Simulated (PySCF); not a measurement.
Vertical excitations of a molecule C5H10 from PySCF with TDA-M06-2X/def2-SVPD, as energy in eV (oscillator strength): 7.31 (0.064), 7.70 (0.171), 7.79 (0.307), 7.88 (0.002), 8.20 (0.097), 8.52 (0.002), 8.55 (0.018), 9.01 (0.018), 9.05 (0.033), 9.22 (0.001). Lowest triplet (TDA): 4.71 eV. The structure is a stationary point at B3LYP-D3(BJ)/def2-SVP. The values are those of a single conformer.

Question: Which molecule gave these data?
A) C=CC(C)C
B) CC1CCC1
C) C=CCCC
D) C[C@H]1C[C@@H]1C

Answer: C, C=CCCC
